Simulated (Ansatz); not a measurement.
Molecule: CH$_{5}$Ge, charge 0, multiplicity 2. It need not be the lowest isomer of its formula. 
Geometry from a B3LYP-D3(BJ)/def2-TZVP (Ansatz, a first-principles code) optimisation:
```xyz
7

Ge     0.2056     0.1820    -0.2140
C     -0.9386    -0.8253     0.9666
H      1.6122     0.3567     0.3997
H      0.3578    -0.5565    -1.5558
H     -0.3881     1.5813    -0.4550
H     -1.5371    -0.3466     1.7316
H     -0.9930    -1.9060     0.9285
```
Charge 0, spin multiplicity 2.

Basis-set convergence of Hartree-Fock and CCSD correlation energies (hartree) with Ansatz. Correlated levels leave the core frozen unless marked. Open shells are spin-unrestricted. Spin-orbit coupling is left out. Frozen are the shells of the preceding noble gas and the d and f shells that filled before the atom's block. Non-relativistic.

```tsv
basis	functions	E(HF)	E(corr, CCSD)
cc-pVDZ	66	-2116.05755	-0.26231
cc-pVTZ	143	___	___
```

Q: What belongs in the gaps?

A: 
- cc-pVTZ, E(HF): -2116.14412
- cc-pVTZ, E(corr, CCSD): -0.31214
